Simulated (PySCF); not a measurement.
PySCF input (M06-2X/def2-TZVPD):

```python
from pyscf import gto, scf, dft

mol = gto.M(
    atom='''
    N     0.00699676   -0.00216503   -1.71615934
    H     0.81714496   -0.48347954   -2.09539363
    H    -0.81214675   -0.46249635   -2.10206270
    H     0.02067820    0.93803076   -2.10043413
    Li   -0.00135659    0.00041977    0.33274250
    F    -0.00784266    0.00242678    1.92364204
    ''',
    basis='def2-tzvpd',
    charge=0,
    spin=0,
    verbose=4,
)

mf = dft.RKS(mol, xc='m062x').density_fit(auxbasis='def2-universal-jkfit')
mf.grids.level = 4
mf.conv_tol = 1e-9
mf.max_cycle = 100
mf.max_memory = 1500
mf.kernel()
if not mf.converged:
    mf = mf.newton()
    mf.kernel(mf.make_rdm1())
mf.analyze()
```

Output:

```
PySCF version 2.14.0

[INPUT] verbose = 4
[INPUT] num. atoms = 6
[INPUT] num. electrons = 22
[INPUT] charge = 0
[INPUT] spin (= nelec alpha-beta = 2S) = 0
[INPUT] symmetry False subgroup None
[INPUT] Mole.unit = angstrom
[INPUT] Symbol           X                Y                Z      unit          X                Y                Z       unit  Magmom
[INPUT]  1 N      0.006996760000  -0.002165030000  -1.716159340000 AA    0.013221960159  -0.004091313751  -3.243071138714 Bohr   0.0
[INPUT]  2 H      0.817144960000  -0.483479540000  -2.095393630000 AA    1.544180178469  -0.913643917431  -3.959720083858 Bohr   0.0
[INPUT]  3 H     -0.812146750000  -0.462496350000  -2.102062700000 AA   -1.534734930456  -0.873991435111  -3.972322799664 Bohr   0.0
[INPUT]  4 H      0.020678200000   0.938030760000  -2.100434130000 AA    0.039076134749   1.772621232818  -3.969245248389 Bohr   0.0
[INPUT]  5 Li    -0.001356590000   0.000419770000   0.332742500000 AA   -0.002563583563   0.000793250335   0.628792195003 Bohr   0.0
[INPUT]  6 F     -0.007842660000   0.002426780000   1.923642040000 AA   -0.014820479488   0.004585949565   3.635156617300 Bohr   0.0

nuclear repulsion = 40.7627379878124
number of shells = 51
number of NR pGTOs = 163
number of NR cGTOs = 121
basis = def2-tzvpd
ecp = {}

******** <class 'pyscf.df.df_jk.DFRKS'> ********
method = DFRKS
initial guess = minao
damping factor = 0
level_shift factor = 0
DIIS = <class 'pyscf.scf.diis.CDIIS'>
diis_start_cycle = 1
diis_space = 8
diis_damp = 0
SCF conv_tol = 1e-09
SCF conv_tol_grad = None
SCF max_cycles = 100
direct_scf = False
XC library pyscf.dft.libxc version 7.1.2
    S. Lehtola, C. Steigemann, M. J. T. Oliveira, and M. A. L. Marques,  SoftwareX 7, 1–5 (2018)
XC functionals = m062x
    Y. Zhao and D. G. Truhlar,  Theor. Chem. Acc. 120, 215 (2008)
    Y. Zhao and D. G. Truhlar,  Theor. Chem. Acc. 120, 215 (2008)
radial grids:
    Treutler-Ahlrichs [JCP 102, 346 (1995); DOI:10.1063/1.469408] (M4) radial grids

becke partition: Becke, JCP 88, 2547 (1988); DOI:10.1063/1.454033
pruning grids: <function nwchem_prune>
grids dens level: 4
symmetrized grids: False
atomic radii adjust function: <function treutler_atomic_radii_adjust>
small_rho_cutoff = 0
Set gradient conv threshold to 3.16228e-05
Initial guess from minao.
tot grids = 131328
******** <class 'pyscf.df.df.DF'> ********
auxbasis = def2-universal-jkfit
init E= -163.687403710415
  HOMO = -0.397062323689553  LUMO = -0.0653321205642854  gap/eV = 9.02684
cycle= 1 E= -163.906234502697  delta_E= -0.219  |g|= 0.766  |ddm|= 1.32
  HOMO = -0.132875129667281  LUMO = -0.0330201024661001  gap/eV = 2.71719
cycle= 2 E= -163.80107635407  delta_E= 0.105  |g|= 1.19  |ddm|= 0.806
  HOMO = -0.334504666789596  LUMO = -0.0326925536961085  gap/eV = 8.21273
cycle= 3 E= -164.016047094071  delta_E= -0.215  |g|= 0.0564  |ddm|= 0.446
  HOMO = -0.334990003044762  LUMO = -0.0324217794376622  gap/eV = 8.23330
cycle= 4 E= -164.016513968766  delta_E= -0.000467  |g|= 0.0338  |ddm|= 0.0609
  HOMO = -0.337763673061686  LUMO = -0.0315537843728251  gap/eV = 8.33240
cycle= 5 E= -164.016721117463  delta_E= -0.000207  |g|= 0.00496  |ddm|= 0.0184
  HOMO = -0.338041518220843  LUMO = -0.0316262556869624  gap/eV = 8.33798
cycle= 6 E= -164.016726353313  delta_E= -5.24e-06  |g|= 0.000519  |ddm|= 0.00508
  HOMO = -0.338118549193271  LUMO = -0.0315953343723585  gap/eV = 8.34092
cycle= 7 E= -164.016726474706  delta_E= -1.21e-07  |g|= 0.000132  |ddm|= 0.00135
  HOMO = -0.33809076039214  LUMO = -0.0315923765078807  gap/eV = 8.34025
cycle= 8 E= -164.016726480608  delta_E= -5.9e-09  |g|= 1.16e-05  |ddm|= 0.000282
  HOMO = -0.338091368231858  LUMO = -0.0315922783595397  gap/eV = 8.34027
cycle= 9 E= -164.016726480681  delta_E= -7.35e-11  |g|= 2.34e-06  |ddm|= 2.79e-05
  HOMO = -0.33809233785048  LUMO = -0.031592260907086  gap/eV = 8.34029
Extra cycle  E= -164.016726480682  delta_E= -7.96e-13  |g|= 2.28e-06  |ddm|= 2.86e-06
converged SCF energy = -164.016726480682
**** SCF Summaries ****
Total Energy =                        -164.016726480681939
Nuclear Repulsion Energy =              40.762737987812386
One-electron Energy =                 -307.938804151694512
Two-electron Energy =                  103.159339683200173
Two-electron Coulomb Energy =          123.567060492316003
DFT Exchange-Correlation Energy =      -20.407720809115833
HOMO-LUMO gap [eV] =                     8.340291908866405
**** MO energy ****
MO #1   energy= -25.0471911926429  occ= 2
MO #2   energy= -14.8025960170868  occ= 2
MO #3   energy= -2.08240665306794  occ= 2
MO #4   energy= -1.10658885890777  occ= 2
MO #5   energy= -1.03413509907935  occ= 2
MO #6   energy= -0.607079608044144 occ= 2
MO #7   energy= -0.607078346450827 occ= 2
MO #8   energy= -0.443591573969293 occ= 2
MO #9   energy= -0.354934869253085 occ= 2
MO #10  energy= -0.33809238565193  occ= 2
MO #11  energy= -0.33809233785048  occ= 2
MO #12  energy= -0.031592260907086 occ= 0
MO #13  energy= 0.00956677185157075 occ= 0
MO #14  energy= 0.00956681720713194 occ= 0
MO #15  energy= 0.0272918188380868 occ= 0
MO #16  energy= 0.075094750334553  occ= 0
MO #17  energy= 0.0797024261399187 occ= 0
MO #18  energy= 0.0797028239873715 occ= 0
MO #19  energy= 0.109467606059995  occ= 0
MO #20  energy= 0.109467628193895  occ= 0
MO #21  energy= 0.118124938894168  occ= 0
MO #22  energy= 0.118125031665526  occ= 0
MO #23  energy= 0.124577062986053  occ= 0
MO #24  energy= 0.169087375090704  occ= 0
MO #25  energy= 0.178171888104323  occ= 0
MO #26  energy= 0.198413105693006  occ= 0
MO #27  energy= 0.198413237547348  occ= 0
MO #28  energy= 0.260819956536505  occ= 0
MO #29  energy= 0.264226795064222  occ= 0
MO #30  energy= 0.264226807626353  occ= 0
MO #31  energy= 0.272433030120031  occ= 0
MO #32  energy= 0.284439989491651  occ= 0
MO #33  energy= 0.288881847714131  occ= 0
MO #34  energy= 0.288883816023635  occ= 0
MO #35  energy= 0.322742710967962  occ= 0
MO #36  energy= 0.362844876965342  occ= 0
MO #37  energy= 0.362844902850448  occ= 0
MO #38  energy= 0.405735917780679  occ= 0
MO #39  energy= 0.405738068886667  occ= 0
MO #40  energy= 0.450082875306558  occ= 0
MO #41  energy= 0.457508099081624  occ= 0
MO #42  energy= 0.566185004028197  occ= 0
MO #43  energy= 0.566185389942823  occ= 0
MO #44  energy= 0.586561298053521  occ= 0
MO #45  energy= 0.586561875298692  occ= 0
MO #46  energy= 0.600744920733789  occ= 0
MO #47  energy= 0.622919747760559  occ= 0
MO #48  energy= 0.622921946705534  occ= 0
MO #49  energy= 0.744673250184804  occ= 0
MO #50  energy= 0.766850410014071  occ= 0
MO #51  energy= 0.766852125008068  occ= 0
MO #52  energy= 0.778439583349215  occ= 0
MO #53  energy= 0.843895410097191  occ= 0
MO #54  energy= 0.843895532490579  occ= 0
MO #55  energy= 0.852592016102535  occ= 0
MO #56  energy= 0.940649341847826  occ= 0
MO #57  energy= 0.94379226120311   occ= 0
MO #58  energy= 0.943792507630005  occ= 0
MO #59  energy= 1.01757825239607   occ= 0
MO #60  energy= 1.30019427975237   occ= 0
MO #61  energy= 1.30019690646707   occ= 0
MO #62  energy= 1.33550250868731   occ= 0
MO #63  energy= 1.36365334776848   occ= 0
MO #64  energy= 1.36365794644439   occ= 0
MO #65  energy= 1.46815311075941   occ= 0
MO #66  energy= 1.65631696465343   occ= 0
MO #67  energy= 1.80116135975616   occ= 0
MO #68  energy= 1.80117162970057   occ= 0
MO #69  energy= 1.96804407469027   occ= 0
MO #70  energy= 2.04607222087777   occ= 0
MO #71  energy= 2.16038675851541   occ= 0
MO #72  energy= 2.1603911590955    occ= 0
MO #73  energy= 2.22654625072802   occ= 0
MO #74  energy= 2.3866998828778    occ= 0
MO #75  energy= 2.38670542354616   occ= 0
MO #76  energy= 2.42820712634205   occ= 0
MO #77  energy= 2.43362447797814   occ= 0
MO #78  energy= 2.43363338953733   occ= 0
MO #79  energy= 2.47634878973103   occ= 0
MO #80  energy= 2.47634909304081   occ= 0
MO #81  energy= 2.67700933816942   occ= 0
MO #82  energy= 2.69193286125299   occ= 0
MO #83  energy= 2.69195005875111   occ= 0
MO #84  energy= 2.77129655409831   occ= 0
MO #85  energy= 3.0734309554647    occ= 0
MO #86  energy= 3.25267328877744   occ= 0
MO #87  energy= 3.25269009776165   occ= 0
MO #88  energy= 3.53641303936976   occ= 0
MO #89  energy= 3.53641338627298   occ= 0
MO #90  energy= 3.64999318713763   occ= 0
MO #91  energy= 3.99790918864648   occ= 0
MO #92  energy= 4.24305705737947   occ= 0
MO #93  energy= 4.24306562059694   occ= 0
MO #94  energy= 4.3243880203275    occ= 0
MO #95  energy= 4.35321752071982   occ= 0
MO #96  energy= 4.68923004788178   occ= 0
MO #97  energy= 4.68924665737349   occ= 0
MO #98  energy= 4.7543104704169    occ= 0
MO #99  energy= 4.84270345294527   occ= 0
MO #100 energy= 4.84278270762998   occ= 0
MO #101 energy= 5.35194492636829   occ= 0
MO #102 energy= 5.35201280159963   occ= 0
MO #103 energy= 5.74467024352059   occ= 0
MO #104 energy= 6.08991086358883   occ= 0
MO #105 energy= 6.08991088064659   occ= 0
MO #106 energy= 6.48690038916859   occ= 0
MO #107 energy= 7.09106664836307   occ= 0
MO #108 energy= 7.09116743970177   occ= 0
MO #109 energy= 7.10037354504591   occ= 0
MO #110 energy= 7.10037496708151   occ= 0
MO #111 energy= 7.10606272521349   occ= 0
MO #112 energy= 7.10606315706084   occ= 0
MO #113 energy= 7.25319281038113   occ= 0
MO #114 energy= 8.62227690664787   occ= 0
MO #115 energy= 8.62252852992092   occ= 0
MO #116 energy= 8.65229283887181   occ= 0
MO #117 energy= 8.65229519298185   occ= 0
MO #118 energy= 8.771230185799     occ= 0
MO #119 energy= 14.5914262523472   occ= 0
MO #120 energy= 32.0158262567811   occ= 0
MO #121 energy= 57.3881987737086   occ= 0
 ** Mulliken pop on meta-lowdin orthogonal AOs  **
 ** Mulliken pop  **
pop of  0 N 1s            1.99996
pop of  0 N 2s            1.36490
pop of  0 N 3s            0.00315
pop of  0 N 4s            0.00109
pop of  0 N 5s            0.00088
pop of  0 N 6s            0.00046
pop of  0 N 2px           1.25618
pop of  0 N 2py           1.25617
pop of  0 N 2pz           1.74035
pop of  0 N 3px           0.00081
pop of  0 N 3py           0.00081
pop of  0 N 3pz           0.01568
pop of  0 N 4px           0.00031
pop of  0 N 4py           0.00031
pop of  0 N 4pz           0.00047
pop of  0 N 3dxy          0.00052
pop of  0 N 3dyz          0.00214
pop of  0 N 3dz^2         0.00113
pop of  0 N 3dxz          0.00213
pop of  0 N 3dx2-y2       0.00052
pop of  0 N 4dxy          0.00019
pop of  0 N 4dyz          0.00011
pop of  0 N 4dz^2         0.00019
pop of  0 N 4dxz          0.00011
pop of  0 N 4dx2-y2       0.00019
pop of  0 N 5dxy          0.00026
pop of  0 N 5dyz          0.00043
pop of  0 N 5dz^2         0.00034
pop of  0 N 5dxz          0.00043
pop of  0 N 5dx2-y2       0.00025
pop of  0 N 4f-3          0.00075
pop of  0 N 4f-2          0.00003
pop of  0 N 4f-1          0.00006
pop of  0 N 4f+0          0.00058
pop of  0 N 4f+1          0.00006
pop of  0 N 4f+2          0.00003
pop of  0 N 4f+3          0.00000
pop of  1 H 1s            0.74226
pop of  1 H 2s            0.00430
pop of  1 H 3s            0.00356
pop of  1 H 2px           0.00089
pop of  1 H 2py           0.00031
pop of  1 H 2pz           0.00291
pop of  1 H 3px           0.00029
pop of  1 H 3py           0.00048
pop of  1 H 3pz           0.00096
pop of  2 H 1s            0.74226
pop of  2 H 2s            0.00430
pop of  2 H 3s            0.00356
pop of  2 H 2px           0.00091
pop of  2 H 2py           0.00029
pop of  2 H 2pz           0.00290
pop of  2 H 3px           0.00028
pop of  2 H 3py           0.00049
pop of  2 H 3pz           0.00096
pop of  3 H 1s            0.74226
pop of  3 H 2s            0.00430
pop of  3 H 3s            0.00356
pop of  3 H 2px           0.00000
pop of  3 H 2py           0.00120
pop of  3 H 2pz           0.00290
pop of  3 H 3px           0.00058
pop of  3 H 3py           0.00018
pop of  3 H 3pz           0.00096
pop of  4 Li 1s           1.99926
pop of  4 Li 2s           0.13687
pop of  4 Li 3s           0.00036
pop of  4 Li 4s           0.00082
pop of  4 Li 5s           0.00011
pop of  4 Li 2px          0.00580
pop of  4 Li 2py          0.00580
pop of  4 Li 2pz          0.00524
pop of  4 Li 3px          0.00228
pop of  4 Li 3py          0.00228
pop of  4 Li 3pz          0.00920
pop of  4 Li 4px          0.00022
pop of  4 Li 4py          0.00022
pop of  4 Li 4pz          0.00017
pop of  4 Li 5px          0.00027
pop of  4 Li 5py          0.00027
pop of  4 Li 5pz          0.00395
pop of  5 F 1s            1.99999
pop of  5 F 2s            1.94433
pop of  5 F 3s            0.00259
pop of  5 F 4s            0.00029
pop of  5 F 5s            0.00049
pop of  5 F 6s            0.00044
pop of  5 F 2px           1.97123
pop of  5 F 2py           1.97123
pop of  5 F 2pz           1.96622
pop of  5 F 3px           0.01617
pop of  5 F 3py           0.01617
pop of  5 F 3pz           0.00700
pop of  5 F 4px           0.00003
pop of  5 F 4py           0.00003
pop of  5 F 4pz           0.00113
pop of  5 F 5px           0.00044
pop of  5 F 5py           0.00044
pop of  5 F 5pz           0.00139
pop of  5 F 3dxy          0.00000
pop of  5 F 3dyz          0.00113
pop of  5 F 3dz^2         0.00081
pop of  5 F 3dxz          0.00113
pop of  5 F 3dx2-y2       0.00000
pop of  5 F 4dxy          0.00000
pop of  5 F 4dyz          0.00115
pop of  5 F 4dz^2         0.00012
pop of  5 F 4dxz          0.00115
pop of  5 F 4dx2-y2       0.00000
pop of  5 F 5dxy          0.00000
pop of  5 F 5dyz          0.00091
pop of  5 F 5dz^2         0.00014
pop of  5 F 5dxz          0.00091
pop of  5 F 5dx2-y2       0.00000
pop of  5 F 4f-3          0.00000
pop of  5 F 4f-2          0.00000
pop of  5 F 4f-1          0.00001
pop of  5 F 4f+0          0.00001
pop of  5 F 4f+1          0.00001
pop of  5 F 4f+2          0.00000
pop of  5 F 4f+3          0.00000
 ** Mulliken atomic charges  **
charge of    0N =     -0.65200
charge of    1H =      0.24406
charge of    2H =      0.24406
charge of    3H =      0.24406
charge of    4Li =      0.82689
charge of    5F =     -0.90706
Dipole moment(X, Y, Z, Debye):  0.03635, -0.01123, -8.91982
```
